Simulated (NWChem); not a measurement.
All runs are NWChem calculations. System: CH$_{2}$NS, charge 1, spin multiplicity 1, at the geometry of a parent with another charge or spin, in a state set for the comparison that need not be this species' ground state. Level: RHF/def2-TZVPD.

Input file:

```
start mol
memory heap 200 mb stack 900 mb global 1100 mb
charge 1
geometry units angstroms nocenter noautoz
  N     -0.001082    -1.601901     0.000000
  C      0.459153    -0.372585     0.000000
  S     -0.148921     1.103356     0.000000
  H     -0.999842    -1.814015     0.000000
  H      0.635232    -2.390871     0.000000
  symmetry group Cs
end
basis spherical
  * library def2-tzvpd
end
scf
  rhf
  nopen 0
  maxiter 100
  thresh 1e-7
  semidirect memsize 60000000 filesize 0
end
task scf energy
```

Output (cleaned and shortened):

```
             Northwest Computational Chemistry Package (NWChem) 7.3.0
             --------------------------------------------------------

                                NWChem Input Module
                                -------------------

 Scaling coordinates for geometry "geometry" by  1.889725989
 (inverse scale =  0.529177249)

 Turning off AUTOSYM since
 SYMMETRY directive was detected!

                             Geometry "geometry" -> ""
                             -------------------------

 Output coordinates in angstroms (scale by  1.889725989 to convert to a.u.)

  No.       Tag          Charge          X              Y              Z
 ---- ---------------- ---------- -------------- -------------- --------------
    1 N                    7.0000    -0.00108200    -1.60190100     0.00000000
    2 C                    6.0000     0.45915300    -0.37258500     0.00000000
    3 S                   16.0000    -0.14892100     1.10335600     0.00000000
    4 H                    1.0000    -0.99984200    -1.81401500     0.00000000
    5 H                    1.0000     0.63523200    -2.39087100     0.00000000

 Effective nuclear repulsion energy (a.u.)      86.4853104184

            Nuclear Dipole moment (a.u.)
            ----------------------------
        X                 Y               Z
 ---------------- ---------------- ----------------
    -0.0000037795    -0.0000132281     0.0000000000

      Symmetry information
      --------------------

 Group name             Cs
 Group number              2
 Group order               2
 No. of unique centers     5

      Symmetry unique atoms

     1    2    3    4    5


 Summary of "ao basis" -> "" (spherical)
 ------------------------------------------------------------------------------
       Tag                 Description            Shells   Functions and Types
 ---------------- ------------------------------  ------  ---------------------
 *                         def2-tzvpd                 on all atoms

 Summary of "ao basis" -> "ao basis" (spherical)
 ------------------------------------------------------------------------------
[...]
    92      0.480218  3 S  pz                95      0.266547  3 S  pz
     9     -0.228794  1 N  pz                12     -0.225603  1 N  pz
    89      0.213360  3 S  pz                83     -0.167140  3 S  pz
    15     -0.159476  1 N  pz

 Vector   16  Occ=0.000000D+00  E=-2.501343D-01  Symmetry=a'
              MO Center=  1.6D-01,  3.0D-01,  1.7D-12, r^2= 2.9D+00
   Bfn.  Coefficient  Atom+Function         Bfn.  Coefficient  Atom+Function
  ----- ------------  ---------------      ----- ------------  ---------------
    90      0.375036  3 S  px                93      0.359276  3 S  px
    43     -0.289192  2 C  s                 47     -0.280642  2 C  px
    44     -0.272769  2 C  px                50     -0.217157  2 C  px
    87      0.165065  3 S  px                41     -0.159760  2 C  s

 Vector   17  Occ=0.000000D+00  E=-1.396961D-01  Symmetry=a"
              MO Center=  1.4D-01, -1.1D-01, -2.4D-12, r^2= 3.1D+00
   Bfn.  Coefficient  Atom+Function         Bfn.  Coefficient  Atom+Function
  ----- ------------  ---------------      ----- ------------  ---------------
    49      0.375750  2 C  pz                52      0.360546  2 C  pz
    46      0.339771  2 C  pz                95     -0.263421  3 S  pz
    92     -0.232600  3 S  pz                15     -0.215676  1 N  pz
    12     -0.198050  1 N  pz                 9     -0.185748  1 N  pz

 Vector   18  Occ=0.000000D+00  E=-9.157206D-02  Symmetry=a'
              MO Center=  3.9D-02, -1.6D+00,  5.7D-15, r^2= 8.4D+00
   Bfn.  Coefficient  Atom+Function         Bfn.  Coefficient  Atom+Function
  ----- ------------  ---------------      ----- ------------  ---------------
   132      2.574703  5 H  s                 43     -2.155277  2 C  s
     6     -1.965646  1 N  s                 42      1.131598  2 C  s
   123      1.101664  4 H  s                 51      1.028084  2 C  py
   137      0.841254  5 H  py                67      0.645474  2 C  d  2
    94      0.588627  3 S  py                 5     -0.578341  1 N  s

 center of mass
 --------------
 x =   0.01152623 y =   0.13029249 z =   0.00000000

 moments of inertia (a.u.)
 ------------------
         304.660918582019          25.033103889594           0.000000000000
          25.033103889594          16.608611290419           0.000000000000
           0.000000000000           0.000000000000         321.269529872438

  Mulliken analysis of the total density
  --------------------------------------

    Atom       Charge   Shell Charges
 -----------   ------   -------------------------------------------------------
    1 N    7     7.32   0.82  1.16  0.50  0.84  0.10 -0.02  1.53  1.78  0.53  0.01  0.04  0.04  0.00
    2 C    6     5.36   0.86  1.12  0.56  0.60 -0.06 -0.04  1.04  1.11  0.07  0.03  0.12 -0.05  0.01
    3 S   16    15.88   2.01  0.49  1.48  1.11  0.92  0.05  4.17  1.70  0.84  2.12  0.85  0.00  0.04  0.07  0.02  0.01
    4 H    1     0.72   0.24  0.37  0.09  0.04 -0.01
    5 H    1     0.72   0.24  0.38  0.06  0.04 -0.00

       Multipole analysis of the density wrt the origin
       ------------------------------------------------

     L   x y z        total         open         nuclear
     -   - - -        -----         ----         -------
     0   0 0 0      1.000000      0.000000     31.000000

     1   1 0 0     -0.200709      0.000000     -0.000004
     1   0 1 0     -1.200512      0.000000     -0.000013
     1   0 0 1      0.000000      0.000000      0.000000

     2   2 0 0    -13.606970      0.000000     10.795257
     2   1 1 0     -0.920152      0.000000    -11.957151
     2   1 0 1      0.000000      0.000000      0.000000
     2   0 2 0     -5.256286      0.000000    168.842603
     2   0 1 1      0.000000      0.000000      0.000000
     2   0 0 2    -17.878470      0.000000      0.000000

 Task  times  cpu:       13.2s     wall:       13.2s

 Total times  cpu:       13.3s     wall:       13.3s
```
